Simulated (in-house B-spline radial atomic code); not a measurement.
Configurations of Sm⁸⁺, with energies counted from [Kr] 4d10 4f4 5s2 5p2. Computed with a radial B-spline atomic code at the basis-set limit: scalar-relativistic (X2C) LDA PW92, spin-polarised, spherical fractional occupations, Fermi nucleus of rms radius 5.0819 fm. Shells without spins written out take the highest spin.

Occupations are held fixed; configurations that lie above the ionisation limit could autoionise.

```json
{"configuration": "[Kr] 4d10 4f(4 up, 0 down) 5s2 5p(1 up, 1 down)", "E - E(ref) (eV)": "2.8934", "highest orbital": "4f up", "its <r> (bohr)": "0.7872"}
{"configuration": "[Kr] 4d10 4f4 5s2 5p1 5d1", "E - E(ref) (eV)": "34.57", "highest orbital": "5d up", "its <r> (bohr)": "1.638"}
{"configuration": "[Kr] 4d10 4f3 5s2 5p2 5f1", "E - E(ref) (eV)": "67.23", "highest orbital": "5f up", "its <r> (bohr)": "2.101"}
{"configuration": "[Kr] 4d10 4f4 5s2 5p1 5f1", "E - E(ref) (eV)": "68.464", "highest orbital": "5f up", "its <r> (bohr)": "2.151"}
{"configuration": "[Kr] 4d9 4f4 5s2 5p3", "E - E(ref) (eV)": "123.44", "highest orbital": "5p up", "its <r> (bohr)": "1.369"}
{"configuration": "[Kr] 4d(4 up, 5 down) 4f(1 up, 4 down) 5s2 5p(1 up, 1 down)", "E - E(ref) (eV)": "132.79", "highest orbital": "4f up", "its <r> (bohr)": "0.7909"}
{"configuration": "[Kr] 4d9 4f4 5s2 5p2 6s1", "E - E(ref) (eV)": "179.09", "highest orbital": "6s up", "its <r> (bohr)": "2.311"}
{"configuration": "[Kr] 4d(4 up, 5 down) 4f(3 up, 1 down) 5s2 5p(2 up, 0 down) 5f(0 up, 1 down)", "E - E(ref) (eV)": "202.4", "highest orbital": "5f down", "its <r> (bohr)": "2.148"}
```

(1) Order these further configurations by energy, lowest first.
A. [Kr] 4d10 4f4 5s2 5p1 6s1
B. [Kr] 4d10 4f(3 up, 1 down) 5s2 5p(1 up, 1 down)
C. [Kr] 4d10 4f4 5s2 5p1 6f1
D. [Kr] 4d10 4f(0 up, 4 down) 5s2 5p(2 up, 0 down)
E. [Kr] 4d10 4f(0 up, 3 down) 5s2 5p(0 up, 2 down) 6f(0 up, 1 down)

(2) How far above the reference does [Kr] 4d(5 up, 4 down) 4f(0 up, 4 down) 5s2 5p(2 up, 0 down) 5d(1 up, 0 down) lie?

(3) How far above the reference does [Kr] 4d10 4f3 5s2 5p2 5d1 lie?

(4) How far above the reference does [Kr] 4d10 4f4 5s2 5p1 6d1 lie?

## Answers

(1) D (3.4357 eV), B (5.5059 eV), A (53.415 eV), E (91.372 eV), C (91.771 eV).

(2) 167.14 eV; its least bound orbital is 5d up with <r> = 1.619 bohr.

(3) 32.6 eV; its least bound orbital is 5d up with <r> = 1.611 bohr.

(4) 77.072 eV; its least bound orbital is 6d up with <r> = 2.983 bohr.
